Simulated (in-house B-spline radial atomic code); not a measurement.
**Os⁵⁺: [He] 2s1 2p6 3s2 3p6 3d10 4s2 4p6 4d10 4f14 5s2 5p6 5d4 (with a hole in an inner shell)**

Method: Dirac-Hartree-Fock, average of configuration, Fermi nucleus of rms radius 5.4126 fm. Calculated with a B-spline radial code for spherical atoms.

Screening seen three ways: the hydrogenic charge with the same mean radius, Z_r = [3n² - l(l+1)]/(2<r>), the one with the same energy, Z_e = n√(-2ε), and Slater's rules. Values are occupation-weighted means over j. An effective charge above Z reflects the relativistic contraction of the inner shells.

| shell | electrons | ε (eV) | <r> (bohr) | Z_r | Z_e | Slater |
| --- | --- | --- | --- | --- | --- | --- |
| 1s | 2 | -74724 | 0.01773 | 84.58 | 74.11 | 75.70 |
| 2s | 1 | -13363 | 0.07417 | 80.90 | 62.68 | 72.20 |
| 2p | 6 | -11737 | 0.06649 | 75.20 | 58.74 | 72.20 |
| 3s | 2 | -3242 | 0.1914 | 70.54 | 46.31 | 65.60 |
| 3p | 6 | -2762 | 0.1914 | 65.32 | 42.74 | 65.60 |
| 3d | 10 | -2183 | 0.1737 | 60.43 | 38.00 | 55.85 |
| 4s | 2 | -776.27 | 0.4272 | 56.18 | 30.21 | 49.25 |
| 4p | 6 | -612.26 | 0.4511 | 50.98 | 26.83 | 49.25 |
| 4d | 10 | -393.66 | 0.4787 | 43.87 | 21.52 | 37.85 |
| 5s | 2 | -175.93 | 0.9891 | 37.91 | 17.98 | 19.35 |
| 4f | 14 | -148.55 | 0.5264 | 34.20 | 13.22 | 26.45 |
| 5p | 6 | -128.38 | 1.113 | 32.79 | 15.36 | 19.35 |
| 5d | 4 | -72.117 | 1.426 | 24.20 | 11.51 | 7.95 |

The least bound orbital is 5d5/2 at -71.48 eV, and it is also the most diffuse (<r> = 1.439 bohr). The part-filled 2s shell lies below the filled 5p shell in orbital energy.

Spin-orbit splittings of the orbital energies (j = l + 1/2 above j = l - 1/2 when positive): 2p 1551 eV, 3p 347.7 eV, 3d 76.3 eV, 4p 83.23 eV, 4d 16.06 eV, 4f 3.329 eV, 5p 14.24 eV, 5d 1.604 eV.

For the 1s electron the small component carries 8.26 % of the norm, the zero-frequency Breit interaction raises the level by 259.1 eV, self-energy by 167.7 eV, and vacuum polarisation lowers it by 32.68 eV.
